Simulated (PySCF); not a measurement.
Computed spin Hamiltonian

C6H11O2 (doublet state).
Structure used (GFN2-xTB), in Å, numbered top down from 1:
```xyz
19
C6H11O2 angstrom
C     -1.661   -0.896   -1.101
C     -0.910   -0.233    0.048
C     -1.492    1.137    0.386
C      0.572   -0.086   -0.314
O      1.265   -1.341   -0.420
C      2.253   -0.969    0.545
C      1.521    0.315    0.778
O      2.123    1.529    0.967
H     -1.664   -0.249   -1.977
H     -1.175   -1.832   -1.362
H     -2.690   -1.101   -0.816
H     -0.969   -0.877    0.931
H     -1.400    1.811   -0.465
H     -0.979    1.573    1.240
H     -2.546    1.045    0.634
H      0.663    0.497   -1.246
H      3.254   -0.872    0.104
H      2.297   -1.676    1.379
H      1.528    2.232    0.682
```

The hyperfine couplings belong to this conformer and change with its torsions.

As a line formula: `CC(C)[C@@H]1OC[C]1O` [radical].

Level of theory: UKS B3LYP, pcH-1 on C H O, non-relativistic, mean-field spin-orbit, GIAO in PySCF. One conformer (not necessarily the lowest) at the GFN2-xTB geometry, without solvent, vibrations or thermal averaging. The geometry wasn't refined by DFT: couplings that depend on bond lengths, twists or pyramidal angles can differ widely from those at the functional's own minimum. The SCF solution wasn't tested for stability.

```
g1, g2, g3                      : 2.00202, 2.00308, 2.00414
g_iso                           : 2.00308
Form of g                       : rhombic: the two nearest values differ by 50 % of g3 − g1
⟨S²⟩                            : 0.7534 (exact 0.7500)
HOMO–LUMO gap, α and β orbitals : 5.42, 5.82 eV
```

Hyperfine couplings atom by atom, in 10⁻⁴ cm⁻¹; T1 to T3 are the principal values of the dipolar part; ρ(0) is the spin density at the nucleus (1 × 10⁻⁴ cm⁻¹ = 2.998 MHz):

```
atom  isotope  a_iso     T1     T2    T3  Mulliken spin population  ρ(0) (bohr⁻³)
  C1      13C   -0.3   -0.2   -0.1   0.3                      0.00        -0.0008
  C2      13C   11.2   -0.9   -0.8   1.8                      0.02         0.0299
  C3      13C   -0.1   -0.3    0.0   0.3                      0.00        -0.0003
  C4      13C   -0.8   -1.3   -0.6   1.9                     -0.05        -0.0022
  O5      17O    0.6   -3.3    1.3   1.9                      0.02        -0.0031
  C6      13C   -2.7   -1.3   -0.5   1.8                     -0.05        -0.0073
  C7      13C   73.2  -24.8  -23.8  48.6                      0.83         0.1952
  O8      17O   -9.4  -20.8   10.0  10.8                      0.12         0.0465
  H9       1H    0.2   -0.4   -0.2   0.6                      0.00         0.0002
 H10       1H    0.2   -0.4   -0.3   0.7                      0.00         0.0002
 H11       1H    0.0   -0.3   -0.2   0.5                      0.00         0.0000
 H12       1H   -0.6   -1.5   -0.8   2.3                      0.00        -0.0004
 H13       1H    0.1   -0.5   -0.5   1.0                      0.00         0.0000
 H14       1H    0.0   -1.2   -1.0   2.2                      0.00         0.0000
 H15       1H   -0.1   -0.4   -0.3   0.7                      0.00        -0.0001
 H16       1H   18.4   -1.5   -1.0   2.5                      0.04         0.0123
 H17       1H   21.1   -1.5   -0.9   2.4                      0.04         0.0141
 H18       1H   20.4   -1.8   -1.5   3.3                      0.02         0.0137
 H19       1H   -3.9   -4.5   -2.9   7.4                      0.00        -0.0026
```

The Mulliken spin populations are largest on C7 (+0.83) and O8 (+0.12). No atom but C7 exceeds +0.15. The angles at C7 add up to 340.7°, so it is pyramidal.

Axes: g3 points within 5° of the O8–H19 bond.

Under fast tumbling the dipolar parts average out, and these isotropic splittings remain: 1 × 1H (H17, I = 1/2, 2 lines) with 2.25 mT, 1 × 1H (H18, I = 1/2, 2 lines) with 2.19 mT, 1 × 1H (H16, I = 1/2, 2 lines) with 1.97 mT, 1 × 1H (H19, I = 1/2, 2 lines) with 0.42 mT and 1 × 1H (H12, I = 1/2, 2 lines) with 0.06 mT.

The 13C coupling of C7 (219.4 MHz) shows only in satellite lines or after enrichment, since that isotope makes up about 1.07 % of natural carbon.

The 17O coupling of O8 (-28.2 MHz) shows only in satellite lines or after enrichment, since that isotope makes up about 0.038 % of natural oxygen.

Time: 1.7 min wall (with the writing of density and orbital grids); peak memory 0.97 GiB. Hardware: an Arm Neoverse V2 with one thread, no GPU, shared host with 96 logical CPUs at a one-minute load of 80.
